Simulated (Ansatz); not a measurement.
CH$_{5}$BFNS, SMILES `BNC(F)S` at its PBE0-D4/def2-TZVP geometry, where that method's forces vanish. Total charge 0; spin multiplicity 1.

```xyz
10

B    -0.6178   -0.8362   -1.3085
N    -0.7884    0.0554   -0.2531
C     0.1469    0.4920    0.7228
F    -0.2198   -0.0107    1.9596
S     1.8294   -0.0134    0.3086
H    -1.5688   -1.0837   -1.9866
H     0.4547   -1.3143   -1.5167
H    -1.7049    0.4447   -0.0850
H     0.1164    1.5787    0.8314
H     2.3522    0.6875    1.3275
```

Question: What forces (eV/Å) does PBE-D4/def2-TZVPP give on these atoms in Ansatz 0.2.0? (Best estimate.)

Answer: The calculation gave: 
```
B1   0.002 -0.131 -0.171
N2   0.005 -0.101 -0.185
C3   0.186  0.256 -0.208
F4  -0.234 -0.270  0.710
S5   0.274 -0.262 -0.346
H6  -0.100 -0.026 -0.067
H7   0.121 -0.043 -0.015
H8  -0.331  0.150  0.064
H9  -0.005  0.273  0.013
H10  0.082  0.154  0.205
```
